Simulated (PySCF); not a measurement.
Species: C6H11AlO3.
SMILES with atom numbers: `[CH3:1][CH:2]([CH3:3])[O:4][C:5]1=[CH:6][O:7][AlH2-:8][O+:9]=[CH:10]1` (hydrogens: H11, H12, H13 on C1; H14 on C2; H15, H16, H17 on C3; H18 on C6; H19, H20 on Al8; H21 on C10)

Geometry (PBE0-D3(BJ)/def2-SVP, Å), atoms numbered from 1 in this order:
```
atom  x, y, z in Å
C1    -2.7313   -0.6023    1.1333
C2    -1.5381   -0.4601    0.2153
C3    -1.8846    0.1898   -1.1110
O4    -0.5683    0.3105    0.9353
C5     0.7041    0.2854    0.4481
C6     1.1655    1.3487   -0.3401
O7     2.3347    1.4637   -0.8136
Al8    3.7548    0.2602   -0.6398
O9     2.7814   -0.8680    0.4888
C10    1.5689   -0.7468    0.8357
H11   -3.1632    0.3865    1.3503
H12   -2.4317   -1.0619    2.0857
H13   -3.5073   -1.2271    0.6681
H14   -1.1043   -1.4613    0.0207
H15   -2.6276   -0.4140   -1.6529
H16   -1.0003    0.2830   -1.7595
H17   -2.3066    1.1936   -0.9466
H18    0.4536    2.1666   -0.5471
H19    4.9257    0.9446    0.1835
H20    3.9769   -0.4739   -2.0310
H21    1.1616   -1.5149    1.5171
```

All values: PBE0/pcSseg-1 (PySCF, non-relativistic), on one gas-phase PBE0-D3(BJ)/def2-SVP geometry that isn't relaxed in the solvent. The solvent is an IEF-PCM continuum (van der Waals radii × 1.2). Specific hydrogen bonds and non-electrostatic terms are outside this model.

```csv
run,E − E(gas) (kJ/mol),HOMO (eV),HOMO–LUMO gap (eV),dipole (D)
gas,0.00,-7.04,4.60,4.73
P,-26.09,-6.99,4.75,5.56
Q,-21.83,-6.99,4.73,5.44
```

Problem. The runs were made in chloroform and dichloromethane. Which run belongs to which solvent?

Solution. P = dichloromethane, Q = chloroform. The dielectric constants are 4.711 (chloroform), 8.93 (dichloromethane), and the energy falls further as ε rises. In this model the ground state sees the solvent through ε alone.

Problem. How constant is the ratio of the lowering to (ε − 1)/(2ε + 1)?

Solution. 
```json
{"solvent": "chloroform", "(ε − 1)/(2ε + 1)": "0.356", "E − E(gas) (kJ/mol)": "-21.83", "ratio (kJ/mol)": "-61.3", "polarisation term (kJ/mol)": "-23.97"}
{"solvent": "dichloromethane", "(ε − 1)/(2ε + 1)": "0.420", "E − E(gas) (kJ/mol)": "-26.09", "ratio (kJ/mol)": "-62.1", "polarisation term (kJ/mol)": "-29.16"}
```

The ratio changes by +1.2 % in size from chloroform to dichloromethane. The polarisation term is half the interaction of the solute with the induced surface charges.
